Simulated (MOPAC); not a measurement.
Input for MOPAC: PM3 on CH6BN (SMILES BNC), a point of a bond scan (R = 1.203 Å).

```
PM3 1SCF PRECISE CHARGE=0 THREADS=1
CH6BN

B     -0.17377685 1     0.16935935 1     1.35984899 1
H     -1.04662609 1     0.51554608 1     2.09587791 1
H      0.90496525 1    -0.15002550 1     1.76046960 1
N     -0.42136335 1     0.13750334 1    -0.00246435 1
C      0.50465876 1    -0.25211116 1    -1.05318898 1
H     -1.33200836 1     0.40682345 1    -0.34423305 1
H      0.69521377 1     0.64931281 1    -1.82603696 1
H      0.12956168 1    -1.11043727 1    -1.61689155 1
H      1.45669201 1    -0.52592512 1    -0.60230554 1
```

Program output:

```
*******************************************************************************
 **                                                                           **
 **                              MOPAC v23.2.5                                **
 **                                                                           **
 *******************************************************************************
 ** MOPAC's Digital Object Identifier: https://doi.org/10.5281/zenodo.6511958 **
 **                                                                           **
 ** Please cite the open-source release paper for use of this MOPAC version:  **
 ** J. E. Moussa and J. J. P. Stewart (2026)                                  **
 ** MOPAC: An open-source semiempirical molecular orbital program             **
 ** J. Open Source Softw., 11(119), 8025, https://doi.org/10.21105/joss.08025 **
 *******************************************************************************

                              PM3 CALCULATION RESULTS

 *******************************************************************************
 *  PM3        - The PM3 Hamiltonian to be used
 *
 *
 *
 *                 CHARGE ON SYSTEM = 0
 *
 *
 *
 *  PRECISE    - TIGHTER CRITERIA TO BE USED
 *  1SCF       - DO 1 SCF AND THEN STOP
 *  THREADS=1  - MULTI-THREADING NOT USED
 *  T=         - A TIME OF 172800.0 SECONDS REQUESTED
 *  DUMP=N     - RESTART FILE WRITTEN EVERY 7200.0 SECONDS REQUESTED
 *******************************************************************************
PM3 1SCF PRECISE CHARGE=0 THREADS=1
 CH6BN

   ATOM   CHEMICAL          X               Y               Z
  NUMBER   SYMBOL      (ANGSTROMS)     (ANGSTROMS)     (ANGSTROMS)

     1       B         -0.17377685  *   0.16935935  *   1.35984899  *
     2       H         -1.04662609  *   0.51554608  *   2.09587791  *
     3       H          0.90496525  *  -0.15002550  *   1.76046960  *
     4       N         -0.42136335  *   0.13750334  *  -0.00246435  *
     5       C          0.50465876  *  -0.25211116  *  -1.05318898  *
     6       H         -1.33200836  *   0.40682345  *  -0.34423305  *
     7       H          0.69521377  *   0.64931281  *  -1.82603696  *
     8       H          0.12956168  *  -1.11043727  *  -1.61689155  *
     9       H          1.45669201  *  -0.52592512  *  -0.60230554  *



          CARTESIAN COORDINATES

    NO.       ATOM           X           Y           Z

     1         B         -0.1738      0.1694      1.3598
     2         H         -1.0466      0.5155      2.0959
     3         H          0.9050     -0.1500      1.7605
     4         N         -0.4214      0.1375     -0.0025
     5         C          0.5047     -0.2521     -1.0532
     6         H         -1.3320      0.4068     -0.3442
     7         H          0.6952      0.6493     -1.8260
     8         H          0.1296     -1.1104     -1.6169
     9         H          1.4567     -0.5259     -0.6023

  H: (PM3): J. J. P. STEWART, J. COMP. CHEM. 10, 209 (1989).
  B: (PM3): J. J. P. STEWART, J. MOL. MOD., 10, 155-164 (2004)
  C: (PM3): J. J. P. STEWART, J. COMP. CHEM. 10, 209 (1989).
  N: (PM3): J. J. P. STEWART, J. COMP. CHEM. 10, 209 (1989).

           Empirical Formula: C H6 N B  =     9 atoms



      MOLECULAR POINT GROUP   :   Cs


      RHF CALCULATION, NO. OF DOUBLY OCCUPIED LEVELS = 9


 -------------------------------------------------------------------------------
 PM3 1SCF PRECISE CHARGE=0 THREADS=1
 CH6BN



     1SCF WAS SPECIFIED, SO BFGS WAS NOT USED
     SCF FIELD WAS ACHIEVED


                              PM3 CALCULATION
                                                       MOPAC v23.2.5 Linux




          FINAL HEAT OF FORMATION =         -8.41400 KCAL/MOL =     -35.20417 KJ/MOL


          COSMO AREA              =         92.97 SQUARE ANGSTROMS
          COSMO VOLUME            =         74.90 CUBIC ANGSTROMS

          IONIZATION POTENTIAL    =         10.715527 EV
          HOMO LUMO ENERGIES (EV) =        -10.716  1.786
          NO. OF FILLED LEVELS    =          9
          MOLECULAR WEIGHT        =         42.8751         POINT GROUP:  Cs

          MOLECULAR DIMENSIONS (Angstroms)

            Atom       Atom       Distance
            H     7    H     2     4.29340
            H     6    H     3     2.94585
            H     8    H     7     1.79484


          SCF CALCULATIONS        =          1





   ATOM   CHEMICAL          X               Y               Z
  NUMBER   SYMBOL      (ANGSTROMS)     (ANGSTROMS)     (ANGSTROMS)

     1       B         -0.17377685  *   0.16935935  *   1.35984899  *
     2       H         -1.04662609  *   0.51554608  *   2.09587791  *
     3       H          0.90496525  *  -0.15002550  *   1.76046960  *
     4       N         -0.42136335  *   0.13750334  *  -0.00246435  *
     5       C          0.50465876  *  -0.25211116  *  -1.05318898  *
     6       H         -1.33200836  *   0.40682345  *  -0.34423305  *
     7       H          0.69521377  *   0.64931281  *  -1.82603696  *
     8       H          0.12956168  *  -1.11043727  *  -1.61689155  *
     9       H          1.45669201  *  -0.52592512  *  -0.60230554  *

                             CARTESIAN COORDINATES

   1    B       -0.173776850     0.169359350     1.359848990
   2    H       -1.046626090     0.515546080     2.095877910
   3    H        0.904965250    -0.150025500     1.760469600
   4    N       -0.421363350     0.137503340    -0.002464350
   5    C        0.504658760    -0.252111160    -1.053188980
   6    H       -1.332008360     0.406823450    -0.344233050
   7    H        0.695213770     0.649312810    -1.826036960
   8    H        0.129561680    -1.110437270    -1.616891550
   9    H        1.456692010    -0.525925120    -0.602305540


           Empirical Formula: C H6 N B  =     9 atoms



      MOLECULAR POINT GROUP   :   Cs


                  EIGENVALUES
 -34.08092 -24.76689 -19.70308 -17.20215 -15.06257 -14.85571 -13.15440 -11.73878
 -10.71553   1.78594   2.25077   2.99037   3.61615   3.77853   4.29505   5.31043
   5.86786   6.24031


              NET ATOMIC CHARGES AND DIPOLE CONTRIBUTIONS

  ATOM NO.   TYPE          CHARGE      No. of ELECS.   s-Pop       p-Pop
    1          B          -0.443720        3.4437     1.00985     2.43387
    2          H           0.031320        0.9687     0.96868
    3          H           0.038276        0.9617     0.96172
    4          N           0.361631        4.6384     1.23216     3.40621
    5          C          -0.176358        4.1764     1.17018     3.00617
    6          H           0.015551        0.9844     0.98445
    7          H           0.051583        0.9484     0.94842
    8          H           0.047882        0.9521     0.95212
    9          H           0.073834        0.9262     0.92617
 DIPOLE           X         Y         Z       TOTAL
 POINT-CHG.    -0.161    -0.109    -2.435     2.443
 HYBRID        -0.136    -0.044    -0.640     0.656
 SUM           -0.297    -0.153    -3.075     3.093


          ATOMIC ORBITAL ELECTRON POPULATIONS

     Atom    s        px        py        pz
    1  B   1.00985   0.96572   0.61119   0.85696
    2  H   0.96868
    3  H   0.96172
    4  N   1.23216   0.99470   1.37658   1.03492
    5  C   1.17018   1.01159   1.01159   0.98299
    6  H   0.98445
    7  H   0.94842
    8  H   0.95212
    9  H   0.92617

 **********************
 *                    *
 * JOB ENDED NORMALLY *
 *                    *
 **********************




 == MOPAC DONE ==
```

The run finished.

Cost: very roughly 0.020 core-seconds.
